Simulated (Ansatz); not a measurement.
Ansatz (a program for electronic structure) input (B3LYP/def2-TZVPD):

Ansatz 0.2 input:
```yaml
crystal:
  periodic: [false, false, false]
  atoms:
    - {symbol: Sn, position_ang: [0.00977870, -0.00779143, 0.36180530]}
    - {symbol: F, position_ang: [0.71090659, 1.33897926, -0.99659424]}
    - {symbol: F, position_ang: [-0.76523270, -1.29569354, -1.01343518]}
basis:
  gaussian:
    orbitals: def2-TZVPD
hamiltonian:
  xc: {name: B3LYP}
total_charge: -1
magnetization: {spin_polarized: true, initial_magnetization: 1}
output: {forces: true}
```

Output:

```
Functional definition: B3LYP
integrals: 0.05 GiB planned
858 factors; their error is unknown
mean field: 0.61 GiB planned
mean field evaluation 1: about -11272.2033 eV, gradient 1.9e1 eV
mean field evaluation 2: about -11270.2526 eV, gradient 3.3e1 eV
mean field evaluation 4: about -11273.3783 eV, gradient 8.1e-1 eV
mean field evaluation 8: about -11273.4579 eV, gradient 1.1e-1 eV
mean field evaluation 16: about -11273.4579 eV, gradient 8.2e-6 eV
mean field -11273.45794411 eV, -414.2919380217 hartree, gradient 8.1e-6 eV, S^2 0.752794; 0 other end points of the search recorded, 0 dependent functions left out
the calculation of the forces begins
reference -11273.45815376 eV, -414.2919457264 hartree; 21, 20 occupied and 115, 116 virtual orbitals, 858 factors
Total energy: -11273.45815376 eV, -414.2919457264 hartree
Atom 0 at     0.009779    -0.007791     0.361805 Å, force     0.002409    -0.001920     0.089149 eV/Å
Atom 1 at     0.710907     1.338979    -0.996594 Å, force     0.017805     0.034889    -0.044358 eV/Å
Atom 2 at    -0.765233    -1.295694    -1.013435 Å, force    -0.020214    -0.032969    -0.044792 eV/Å
Dipole moment:     0.014589    -0.011624     0.539793 e Å
```
